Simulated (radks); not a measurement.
Q: The potassium ion K4+ is in [Ne] 3s2 3p(1/2: 2, 3/2: 1). Calculated with a radial shooting solver on a logarithmic mesh with Libxc functionals: Dirac Kohn-Sham, relativistic LDA (MacDonald-Vosko exchange, VWN5 correlation), spin-unpolarised, spherical densities, finite nucleus; Fermi nuclear charge, rms radius of each element as measured or else 0.836 A^(1/3) + 0.57 fm. Sub-shells are occupied by j as written (lower j first in brackets). One electron is removed from 3p1/2, 3s1/2, 2p3/2, 3p3/2 in turn, with full relaxation. Which removal costs least, and what does each cost?

A: 3p3/2 80.101 eV; 3p1/2 80.501 eV; 3s1/2 98.462 eV; 2p3/2 369.17 eV. The 3p3/2 electron leaves first.
